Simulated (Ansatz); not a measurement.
Single points on Ga(py)F3 (C₅H₅F₃GaN).

```yaml
crystal:
  periodic: [false, false, false]
  atoms:
    - {symbol: Ga, position_ang: [-0.006052, 0.021426, -2.568424]}
    - {symbol: N, position_ang: [0.001174, 0.001165, -0.545295]}
    - {symbol: C, position_ang: [1.037804, 0.538010, 0.121005]}
    - {symbol: C, position_ang: [1.064725, 0.562523, 1.512393]}
    - {symbol: C, position_ang: [-0.007135, 0.005415, 2.215406]}
    - {symbol: C, position_ang: [-1.066476, -0.569761, 1.507777]}
    - {symbol: C, position_ang: [-1.025578, -0.559596, 0.116722]}
    - {symbol: H, position_ang: [1.845853, 0.933652, -0.502547]}
    - {symbol: H, position_ang: [1.916534, 1.007702, 2.031282]}
    - {symbol: H, position_ang: [-0.013325, 0.012593, 3.309268]}
    - {symbol: H, position_ang: [-1.914256, -1.026903, 2.022791]}
    - {symbol: H, position_ang: [-1.803726, -1.008255, -0.508997]}
    - {symbol: F, position_ang: [1.736463, 0.052918, -2.827339]}
    - {symbol: F, position_ang: [-0.844134, 1.487895, -3.045951]}
    - {symbol: F, position_ang: [-0.921890, -1.458784, -2.838102]}
basis:
  gaussian: {orbitals: def2-TZVP, initial_orbitals: start.molden}
hamiltonian: {xc: r2scan, dispersion: d4}
scf: {omitted_lower_state_checks: [starts]}
output: {forces: true, orbitals: {seedname: orbitals}}
```

The file start.molden holds the orbitals of an earlier run on this structure, at another level or in another basis.

```sh
$ ansatz run in.yaml --threads 4 --pin off --events-out ev --progress --plain --max-ram 8704MiB
```

Output, abridged:

```
Functional definition: r2SCAN
2111 factors; their error is unknown
mean field evaluation 1: about -67288.4897 eV, gradient 8.2e0 eV
mean field evaluation 2: about -67288.5549 eV, gradient 8.1e-2 eV
mean field evaluation 4: about -67288.4950 eV, gradient 6.2e-4 eV
mean field -67288.49498529 eV, -2472.8065809295 hartree, gradient 3.0e-5 eV, S^2 0.000000; 0 other end points of the search recorded, 0 dependent functions left out
reference -67288.49500026 eV, -2472.8065814794 hartree; 50, 50 occupied and 307, 307 virtual orbitals, 2111 factors
Total energy: -67288.61517923 eV, -2472.8109979750 hartree
Atom 0 at    -0.006052     0.021426    -2.568424 Å, force     0.003688    -0.004402     0.149258 eV/Å
Atom 1 at     0.001174     0.001165    -0.545295 Å, force     0.021328    -0.049359     0.043719 eV/Å
Atom 2 at     1.037804     0.538010     0.121005 Å, force     0.012842     0.057736     0.150033 eV/Å
Atom 3 at     1.064725     0.562523     1.512393 Å, force    -0.028663    -0.036585    -0.036638 eV/Å
Atom 4 at    -0.007135     0.005415     2.215406 Å, force     0.001163    -0.002824    -0.072165 eV/Å
Atom 5 at    -1.066476    -0.569761     1.507777 Å, force     0.048467     0.001863    -0.036210 eV/Å
Atom 6 at    -1.025578    -0.559596     0.116722 Å, force    -0.057014     0.024915     0.145988 eV/Å
Atom 7 at     1.845853     0.933652    -0.502547 Å, force    -0.268120    -0.109050     0.225724 eV/Å
Atom 8 at     1.916534     1.007702     2.031282 Å, force    -0.267913    -0.140908    -0.161974 eV/Å
Atom 9 at    -0.013325     0.012593     3.309268 Å, force     0.001677    -0.001956    -0.340518 eV/Å
Atom 10 at    -1.914256    -1.026903     2.022791 Å, force     0.267939     0.141825    -0.159712 eV/Å
Atom 11 at    -1.803726    -1.008255    -0.508997 Å, force     0.241572     0.160993     0.225243 eV/Å
Atom 12 at     1.736463     0.052918    -2.827339 Å, force     0.015479    -0.020985    -0.068372 eV/Å
Atom 13 at    -0.844134     1.487895    -3.045951 Å, force    -0.000694     0.007146     0.000754 eV/Å
Atom 14 at    -0.921890    -1.458784    -2.838102 Å, force     0.008249    -0.028408    -0.065133 eV/Å
Dipole moment:     0.017973    -0.035158     1.820071 e Å
Checks for a lower state left out: starts
```

Hardware: 4 threads of Arm Neoverse V2 on a shared host. Wall time 13 s, peak host memory 0.74 GiB.

First input, but with `gaussian: {orbitals: def2-SVP, initial_orbitals: start.molden}`, `hamiltonian: {xc: pbe}`, `correlation: {method: rpa}` and without the key `output` (abridged; 6 s):

```
Functional definition: PBE
mean field -67247.37973864 eV, -2471.2956234837 hartree, gradient 2.1e-6 eV, S^2 0.000000
18 core orbitals not correlated: weight in the atoms' cores, before any rotation towards them, 1.000 or more for the frozen orbitals, at most 0.000 for the correlated occupied ones
Total energy: -67212.49488285 eV, -2470.0136286795 hartree
Checks for a lower state left out: starts
```

First input, but with `gaussian: {orbitals: def2-SVP, initial_orbitals: start.molden}`, `hamiltonian: {xc: pbe, dispersion: d4}`, `output: {orbitals: {seedname: orbitals}}` (abridged; 2.7 s):

```
Functional definition: PBE
mean field -67247.37977930 eV, -2471.2956249783 hartree, gradient 1.8e-5 eV, S^2 0.000000
Total energy: -67247.84235718 eV, -2471.3126244015 hartree
Checks for a lower state left out: starts
```

The first input with `hamiltonian: {xc: {name: revPBE}, dispersion: d4}`, `output: {orbitals: {seedname: orbitals}}` (abridged; 6 s):

```
Functional definition: revPBE
mean field -67286.98112844 eV, -2472.7509477161 hartree, gradient 1.6e-5 eV, S^2 0.000000
Total energy: -67288.37748681 eV, -2472.8022629400 hartree
Checks for a lower state left out: starts
```

First input, but with `gaussian: {orbitals: STO-3G}`, `hamiltonian: {xc: hf}`, `output: {orbitals: {seedname: orbitals}}` (abridged; 0.45 s):

```
Functional definition: HF
mean field -66360.04489076 eV, -2438.6866692813 hartree, gradient 1.6e-5 eV, S^2 0.000000
Total energy: -66360.04489076 eV, -2438.6866692813 hartree
Checks for a lower state left out: starts
```

The first input with `hamiltonian: {xc: pbe0, dispersion: d4}`, `output: {orbitals: {seedname: orbitals}}` (abridged; 11 s):

```
Functional definition: PBE0
mean field -67273.06995912 eV, -2472.2397216732 hartree, gradient 9.4e-6 eV, S^2 0.000000
Total energy: -67273.46400034 eV, -2472.2542024208 hartree
Checks for a lower state left out: starts
```

Geometry: r2SCAN-D4/def2-SVP.

Correlated methods freeze 18 core orbitals; core or outer-core shells of Ga are correlated, in sets that lack core-valence functions. The restricted singlet is unstable towards broken spin symmetry in Hartree–Fock (as tested in another run); at HF/STO-3G this wasn't settled.
